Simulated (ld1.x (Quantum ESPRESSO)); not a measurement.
Sb (Z = 51): one change to a TM potential, before and after

antimony (Sb), norm-conserving Troullier–Martins (Kleinman–Bylander form), made with ld1.x (Quantum ESPRESSO) 7.5 (PBE, fully relativistic). Core [Kr] 4d10, reference 5s2 5p3. Waves: 5p (bound): rc 2.55 bohr; 5d channel at 0.4 Ry: rc 2.40 bohr; 5s (bound): rc 1.90 bohr. Local part: the s channel. Core correction: a·sin(br)/r model core inside 1.70 bohr.

Open shells are filled in proportion to 2j + 1 (rel_dist='average').

Change: scalar-relativistic.

Cutoffs: the cutoffs (Ry, on a coarse ladder) from which the occupation-weighted sum of valence levels, in a spherical-Bessel basis at the reference potential, stays within 10 and 1 mRy of its value at 400 Ry; they do not see the model core or the augmentation charge, which bear on the density cutoff. Errors are all-electron minus pseudo energies relative to the spin-unpolarised reference configuration.

Q: How do hardness, ghosts and transferability respond?

A: The potential gets neither clearly harder nor softer (25 Ry and 35 Ry → 25 Ry and 35 Ry); of the 7 tests that both files solve, the error grows in 3 and shrinks in 0 by more than 15 % and 0.3 meV (median size 33.1 → 39.0 meV); neither file shows a bound ghost.

| quantity | base | changed |
| --- | --- | --- |
| cutoff, loose | 25 Ry | 25 Ry |
| cutoff, tight | 35 Ry | 35 Ry |
| bound ghosts | none | none |
| error for 5s2 5p2, meV [ΔE 8.33 → 8.32 eV] | -3.6 | -5.7 |
| error for 5s2 5p1, meV [ΔE 24.32 → 24.28 eV] | -33 | -39 |
| error for 5s2 5p0, meV [ΔE 48.76 → 48.70 eV] | -138 | -150 |
| error for 5s0 5p5, meV [ΔE 16.38 → 16.43 eV] | -39 | -41 |
| error for 5s1 5p0, meV [ΔE 93.05 → 92.99 eV] | -475 | -494 |
| error for 5s1 5p4, meV [ΔE 8.09 → 8.11 eV] | -9.9 | -11 |
| error for 5s2 5p2.5, meV [ΔE 3.27 → 3.26 eV] | -0.5 | -1.3 |
| s: phases at 2.75 bohr within 0.05 rad from the reference energy up to (Ry; the scan ends near 5) | 2.0 | 2.0 |
